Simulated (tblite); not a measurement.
Species: C₆H₈OSi.
SMILES: `C=C1CC(=C=O)[Si@@H]1C`

Calculated harmonic vibrations of the isolated species, GFN2-xTB (tblite), most abundant isotopes, no scaling. Errors from tens to a few hundred cm⁻¹ against measured bands are possible. Modes of hydrogen on silicon can be 10 to 20 % off.

Harmonic wavenumbers (cm⁻¹): 53.5, 88.1, 102.1, 122.2, 137.2, 223.5, 304.0, 367.4, 429.5, 433.9, 495.7, 539.9, 601.3, 625.8, 648.3, 664.3, 786.7, 815.1, 843.1, 908.5, 927.9, 929.4, 1003.4, 1092.5, 1154.4, 1227.2, 1362.9, 1413.2, 1446.9, 1450.4, 1471.6, 1475.0, 1718.7, 2206.4, 2255.1, 2936.6, 2961.8, 3042.4, 3045.5, 3048.5, 3061.5, 3104.6.

A = 2520, B = 1265, C = 907.4 MHz; mass 124.034 u (most abundant isotopes); point group C1, symmetry number 1.

Question: What is the zero-point energy?

Answer: Half the sum of the wavenumbers: 25763 cm⁻¹ = 73.66 kcal/mol.

Question: Entropy at 273.15 K, 1 bar (ideal gas, RRHO, classical rotation)?

Answer: Translation 39.95, rotation 28.84, vibration 25.54: S = 94.3 cal/(mol K).

Question: And Cp and H(273.15 K) − H(0)?

Answer: Cp = 34.54 cal/(mol K), of which vibrations give 26.59 (their classical limit is 42 R = 83.5); H(273.15 K) − H(0) = 5.88 kcal/mol without the zero-point energy, 3.71 from vibrations.

Question: How do the functions run with temperature in this model?

Answer: 
```tsv
T (K)	S (cal/(mol K))	Cp (cal/(mol K))	H − H(0) (kcal/mol)	G − H(0) (kcal/mol)	ln q(vib)
50	58.1	13.4	0.50	-2.41	0.43
100	69.1	18.4	1.30	-5.61	1.62
298.15	97.4	36.7	6.77	-22.28	6.63
373.15	106.4	42.8	9.76	-29.92	8.49
500	120.1	51.3	15.76	-44.31	11.56
750	143.3	63.0	30.15	-77.33	17.23
1000	162.5	70.6	46.91	-115.63	22.38
```

q(vib) and H(0) count from the zero-point level.

Question: What must be added to the electronic energy to get the Gibbs energy at 273.15 K and 1 bar?

Answer: ZPE + [H(273.15 K) − H(0)] − T·S = 73.66 + 5.88 − 25.76 = 53.78 kcal/mol.

Hindered rotation and anharmonicity are outside this model. The structure is chiral; the term R ln 2 for an equal mix with its mirror image is left out.
